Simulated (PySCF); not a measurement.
C₈H₅FO₂S.
Numbering: `[O:1]=[S:2]1(=[O:3])[CH:4]=[C:5]([F:6])[c:7]2[cH:8][cH:9][cH:10][cH:11][c:12]21` (hydrogens: H13 on C4; H14 on C8; H15 on C9; H16 on C10; H17 on C11)

Method: PBE0-D3(BJ)/def2-SVP geometry optimisation, gas phase (PySCF); density fitting, grid level 1; the optimiser is geomeTRIC in internal coordinates, started from a GFN2-xTB structure with every atom displaced at random (about 0.01 Å).

Step 0: E = -25985.9276 eV
```
atom  x, y, z in Å  |  force x, y, z in eV/Å
O1      2.3393   -1.9216   -0.8540   -0.222  -0.131  -0.752
S2      1.9240   -1.0340    0.2105    0.480   0.561  -1.440
O3      2.2995   -1.3977    1.5343    0.368  -0.304   2.329
C4      2.4452    0.6720   -0.1483   -4.849  -1.168   0.168
C5      1.3080    1.3844   -0.3063    1.426   1.260  -0.139
F6      1.2909    2.7076   -0.5749   -0.073  -1.192   0.202
C7      0.0408    0.7043   -0.1511   -0.418   0.284  -0.126
C8     -1.2198    1.2675   -0.2727   -0.763  -0.477   0.324
C9     -2.3408    0.4471   -0.0717    0.796  -0.113  -0.225
C10    -2.1874   -0.9092    0.2046    0.324   0.646  -0.044
C11    -0.9237   -1.4698    0.3185    0.730   0.634  -0.158
C12     0.1786   -0.6472    0.1404   -0.024   0.003  -0.153
H13     3.4016    1.0011   -0.2234    3.251   0.831  -0.183
H14    -1.3678    2.3148   -0.4825    0.148   0.478  -0.154
H15    -3.3346    0.8467   -0.1749   -0.504   0.330   0.000
H16    -3.0567   -1.5158    0.3347   -0.712  -0.584   0.123
H17    -0.7781   -2.5033    0.5272    0.040  -1.058   0.230
```

Step 1: E = -25986.1466 eV
```
atom  x, y, z in Å  |  force x, y, z in eV/Å
O1      2.2941   -1.8122   -0.9104    0.128  -0.184   0.030
S2      1.9277   -1.0238    0.2575   -0.254   0.076   0.243
O3      2.2782   -1.4802    1.6015   -0.079   0.277  -0.515
C4      2.3889    0.6592   -0.0703    1.370   0.526   0.077
C5      1.3183    1.4161   -0.3277   -0.329  -0.742  -0.140
F6      1.3413    2.6194   -0.8382    0.028   0.509   0.251
C7      0.0212    0.7490   -0.1388    0.103  -0.002  -0.008
C8     -1.2539    1.2913   -0.2356    0.076   0.013  -0.005
C9     -2.3469    0.4407   -0.0549   -0.196   0.160  -0.018
C10    -2.1704   -0.9180    0.1958   -0.124  -0.120  -0.028
C11    -0.8869   -1.4661    0.3042   -0.012  -0.075   0.002
C12     0.1855   -0.6083    0.1565   -0.082  -0.118   0.092
H13     3.4562    0.9712   -0.1474   -0.804  -0.377  -0.026
H14    -1.3847    2.3566   -0.4380   -0.031  -0.037  -0.047
H15    -3.3598    0.8521   -0.1203    0.085  -0.062  -0.001
H16    -3.0492   -1.5633    0.2978    0.104   0.036   0.028
H17    -0.7408   -2.5369    0.4788    0.018   0.121   0.064
```

Step 2: E = -25986.2258 eV
```
atom  x, y, z in Å  |  force x, y, z in eV/Å
O1      2.2914   -1.8384   -0.9266   -0.055  -0.054   0.011
S2      1.9214   -1.0135    0.2160    0.284  -0.351   0.003
O3      2.2935   -1.4363    1.5594   -0.063   0.123  -0.087
C4      2.4197    0.6613   -0.1090   -0.216   0.008   0.005
C5      1.3230    1.4056   -0.3058    0.168  -0.011   0.032
F6      1.3531    2.6808   -0.6228   -0.161   0.180  -0.024
C7      0.0229    0.7336   -0.1598    0.013   0.083   0.039
C8     -1.2530    1.2737   -0.2713   -0.041   0.110  -0.056
C9     -2.3570    0.4349   -0.0858    0.114   0.001   0.009
C10    -2.1829   -0.9182    0.2075   -0.005  -0.006   0.010
C11    -0.8999   -1.4668    0.3304   -0.026  -0.012  -0.022
C12     0.1745   -0.6201    0.1439    0.200   0.053  -0.005
H13     3.4711    0.9550   -0.1914   -0.231  -0.124   0.047
H14    -1.3822    2.3323   -0.5038   -0.015   0.009   0.006
H15    -3.3657    0.8450   -0.1711    0.013  -0.006  -0.003
H16    -3.0580   -1.5577    0.3423    0.012  -0.011   0.016
H17    -0.7530   -2.5244    0.5584    0.009   0.011   0.018
```

Q: Estimate the geometry and energy of step 3. (The exact step hangs on the optimiser's Hessian estimate; all steps are aligned on step 2, rigid shifts and turns removed.)

A: E = -25986.2282 eV, largest force 0.347 eV/Å
```
atom  x, y, z in Å  |  force x, y, z in eV/Å
O1      2.2867   -1.8815   -0.9311   -0.036   0.061   0.084
S2      1.9258   -1.0354    0.1993   -0.122   0.047  -0.180
O3      2.3005   -1.4282    1.5481    0.048   0.010   0.040
C4      2.3973    0.6475   -0.1254    0.043   0.316  -0.138
C5      1.3163    1.4212   -0.2965   -0.174  -0.185   0.144
F6      1.2960    2.7183   -0.5369    0.232  -0.181  -0.036
C7      0.0265    0.7356   -0.1670   -0.008   0.063   0.035
C8     -1.2450    1.2851   -0.2896    0.018  -0.213   0.024
C9     -2.3398    0.4365   -0.1005   -0.105   0.011   0.006
C10    -2.1715   -0.9138    0.2120    0.067   0.074   0.002
C11    -0.8894   -1.4618    0.3377   -0.020   0.002  -0.024
C12     0.1858   -0.6203    0.1349   -0.074   0.002  -0.022
H13     3.4422    0.9251   -0.1986    0.191   0.035   0.043
H14    -1.3776    2.3413   -0.5313    0.012  -0.014   0.027
H15    -3.3488    0.8405   -0.1953   -0.047   0.008   0.001
H16    -3.0453   -1.5502    0.3622   -0.025   0.000   0.002
H17    -0.7410   -2.5130    0.5884    0.001  -0.038  -0.008
```

The energy changes by -0.0024 eV. The first-order estimate −F·Δx gives -0.0473 eV and the mean of the old and new forces, exact on a quadratic surface, -0.0026 eV. The step makes an angle of 65° with the force vector and moves no atom by more than 0.110 Å.

What follows is the cost of the whole optimisation. Time: 7.5 min of wall time; peak memory 0.96 GiB. Hardware: an Arm Neoverse N1 with one thread, on a shared host.
